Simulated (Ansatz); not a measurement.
## Reading a saddle point

A first-order saddle point of Si$_{2}$NH$_{9}$O, closed shell, PBE0-D4/def2-TZVP, with one imaginary mode of 964i cm⁻¹:

| atom | x (Å) | y (Å) | z (Å) |
| --- | --- | --- | --- |
| Si1 | -0.4304 | 0.6610 | -0.2411 |
| O2 | 1.0844 | 0.2308 | 1.1424 |
| H3 | -1.2591 | 0.9354 | -1.4862 |
| H4 | -0.6317 | 1.9500 | 0.4743 |
| Si5 | -1.2773 | -1.3595 | 0.5586 |
| H6 | 1.6322 | 0.4617 | -0.0175 |
| N7 | 1.2227 | 0.5833 | -1.1288 |
| H8 | 1.1813 | 0.8314 | 1.8834 |
| H9 | -2.5940 | -1.7258 | -0.0392 |
| H10 | -0.3089 | -2.4341 | 0.1960 |
| H11 | -1.4212 | -1.3320 | 2.0374 |
| H12 | 1.3429 | -0.2217 | -1.7317 |
| H13 | 1.4589 | 1.4196 | -1.6479 |

Program: Ansatz 0.2.0. Basis: def2-TZVPP and def2-QZVPP. Cores are frozen in the correlated methods. Extrapolation: Hartree–Fock as exp(−7.88 √X), correlation as X^−2.97.

Q: Which contacts change along the imaginary mode, and what lies on either side? (Judge from chemistry; the calculation decides.)

A: The calculation gives: The step is Si₂H₆O ([OH][SiH2][SiH3]) + NH₃ → Si₂NH₇ ([NH2][SiH2][SiH3]) + H₂O, with the molecules in contact on both sides. Shortening one way: Si1–N7, O2–H6; lengthening the same way: Si1–O2, H6–N7.
```csv
pair,one side (Å),saddle (Å),other side (Å)
Si1–N7,2.96,1.88,1.75
O2–H6,3.63,1.30,0.97
Si1–O2,1.67,2.10,3.47
H6–N7,1.01,1.19,1.95
```

Q: Which side is lower, and how far does the saddle lie above each? (An estimate is asked for; the value comes from the calculation.)

A: Computed: The side with Si1–O2, H6–N7 short is lower by 0.352 eV; the saddle lies 1.471 eV above it and 1.119 eV above the other (CCSD(T) at an estimated basis limit (MP2 extrapolated from triple and quadruple zeta, plus CCSD(T) − MP2 in triple zeta); electronic energies).

T1 diagnostic: at most 0.013.

Labels in which every atom is bracketed show which atoms are joined, not bond orders.

For scale, one of the runs: CCSD(T)/def2-TZVPP, 272 basis functions, launched by `ansatz run in.yaml --threads 8 --pin off --events-out ev --progress --plain --max-ram 19148MiB`. The run took 27 s on 8 CPU threads of an AMD EPYC 9R45 (shared host), with 6.9 GiB of host memory at its peak.
